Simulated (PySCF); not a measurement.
**Correlation energy of Sb²⁺ (antimony, charge +2)**

[Kr] 4d10 5s2 5p1, 2P determinant. Computed with PySCF 2.14 in def2-QZVPPD with the def2 core potential (28 electrons) (8s6p5d4f1g, 88 functions), with scalar relativity through the core potential. Frozen: 4s2 4p6 4d10; 3 electrons correlated.

| level | correlation energy (mhartree) |
| --- | --- |
| CCSD | -47.72 |
| (T) | -0.68 |
| CCSD(T) | -48.40 |

Diagnostics: T1 = 0.0089, D1 = 0.0201, largest double amplitude 0.094.

Q: Is a single reference adequate?

A: Mostly. T1 lies below 0.03, but a double amplitude of this size points to a near-degeneracy that CCSD handles and MP2 describes poorly.
